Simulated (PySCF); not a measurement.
Isomers of CH2B2O. All species are isolated molecules in the gas phase. One relaxed conformer stands for each flexible species; it need not be the lowest. Strings in code marks are SMILES.

The S1–T1 gap (TDA) from two functionals at the same geometries (r2SCAN-D4/def2-TZVP), both in PySCF: PBE-D3(BJ)/def2-TZVP and r2SCAN-D4/def2-TZVP. Excitations are Tamm–Dancoff values on a coarser integration grid. The basis has no diffuse functions, so Rydberg states are missing or too high.

```json
[
 {"species": "`B(/[H])=C1/BO1`", "PBE-D3(BJ)/def2-TZVP (eV)": "0.56"},
 {"species": "`[H]/B=C\\B=O`", "PBE-D3(BJ)/def2-TZVP (eV)": "0.38"},
 {"species": "`C1=BB1O`", "PBE-D3(BJ)/def2-TZVP (eV)": "1.21"},
 {"species": "`B=C=BO`", "PBE-D3(BJ)/def2-TZVP (eV)": "0.63"},
 {"species": "`B(B=C)=O`", "PBE-D3(BJ)/def2-TZVP (eV)": "0.39"},
 {"species": "`BB=C=O`", "PBE-D3(BJ)/def2-TZVP (eV)": "0.55"}
]
```

Task: What does r2SCAN-D4/def2-TZVP give for each?

Result: 
- `B(/[H])=C1/BO1`: 0.72
- `[H]/B=C\B=O`: 0.52
- `C1=BB1O`: 1.54
- `B=C=BO`: 0.91
- `B(B=C)=O`: 0.52
- `BB=C=O`: 0.69
Over these rows, drawn at random from the members with no instability flagged (it was tested for open shells, ions and some series alone), PBE minus r2SCAN-D4: mean -0.20 eV, from -0.33 eV to -0.13 eV.
